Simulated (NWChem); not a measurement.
System meant: SnHOClF₂; SMILES [OH][Sn]([F])([F])[Cl]

NWChem input:

```
start job
memory heap 200 mb stack 900 mb global 1100 mb
geometry units angstroms noautoz
  O     -0.002839     0.968393     1.800534
  Sn     0.000025     0.250641    -0.011273
  F      1.515089     0.902677    -0.988485
  F     -1.511747     0.902848    -0.993454
  Cl    -0.000250    -2.046566     0.025351
  H     -0.002129     1.935482     1.801983
end
basis spherical
  * library def2-svp
end
ecp
  Sn library def2-ecp
end
dft
  xc xpbe96 cpbe96
  iterations 4
  mulliken
end
task dft energy
```

End of the output:

```
    Atom       Charge   Shell Charges
 -----------   ------   -------------------------------------------------------
    1 O    8     8.19   1.97  0.91  0.63  2.62  2.04  0.01
    2 Sn  22    21.36   1.17  0.76  0.72  0.31  3.01  2.83  1.16  0.65  9.50  1.25
    3 F    9     9.26   1.98  1.04  0.80  3.19  2.25  0.00
    4 F    9     9.26   1.98  1.04  0.80  3.19  2.25  0.00
    5 Cl  17    17.02   2.00  1.96  1.07  0.79  5.82  2.26  3.11  0.01
    6 H    1     0.91   0.56  0.17  0.18

 center of mass
 --------------
 x =  -0.03194652 y =  -0.01586405 z =   0.00000000

 moments of inertia (a.u.)
 ------------------
        1036.895895753605          -0.000016061892           0.000000000000
          -0.000016061892         639.453199965416           0.000000000000
           0.000000000000           0.000000000000        1054.774244996369

     Multipole analysis of the density
     ---------------------------------

     L   x y z        total         alpha         beta         nuclear
     -   - - -        -----         -----         ----         -------
     0   0 0 0      0.000000    -33.000000    -33.000000     66.000000

     1   1 0 0      0.612256      0.724907      0.724907     -0.837559
     1   0 1 0     -0.428666     -5.799464     -5.799464     11.170262
     1   0 0 1      0.000000      0.000000      0.000000      0.000000

     2   2 0 0    -40.016968   -103.837267   -103.837267    167.657566
     2   1 1 0     -3.506623      2.503264      2.503264     -8.513152
     2   1 0 1      0.000000      0.000000      0.000000      0.000000
     2   0 2 0    -36.336345   -194.504263   -194.504263    352.672180
     2   0 1 1      0.000000      0.000000      0.000000      0.000000
     2   0 0 2    -41.597380    -94.412437    -94.412437    147.227494

 ------------------------------------------------------------------------
 dft energy failed                                                                                  0
 ------------------------------------------------------------------------
 ------------------------------------------------------------------------
  current input line :
    22: task dft energy
 ------------------------------------------------------------------------
 ------------------------------------------------------------------------
 This type of error is most commonly associated with calculations not reaching convergence criteria
 ------------------------------------------------------------------------
 For more information see the NWChem manual at https://nwchemgit.github.io

0:dft energy failed:Received an Error in Communication
```

Q: What is wrong, and how is it mended?

A: Convergence was not reached. Cause: the SCF was allowed too few iterations. This input runs:
```
start job
memory heap 200 mb stack 900 mb global 1100 mb
geometry units angstroms noautoz
  O     -0.002839     0.968393     1.800534
  Sn     0.000025     0.250641    -0.011273
  F      1.515089     0.902677    -0.988485
  F     -1.511747     0.902848    -0.993454
  Cl    -0.000250    -2.046566     0.025351
  H     -0.002129     1.935482     1.801983
end
basis spherical
  * library def2-svp
end
ecp
  Sn library def2-ecp
end
dft
  xc xpbe96 cpbe96
  iterations 150
  mulliken
end
task dft energy
```
It converges to -949.28947 Ha (PBE/def2-SVP with def2 effective core potentials on Sn).
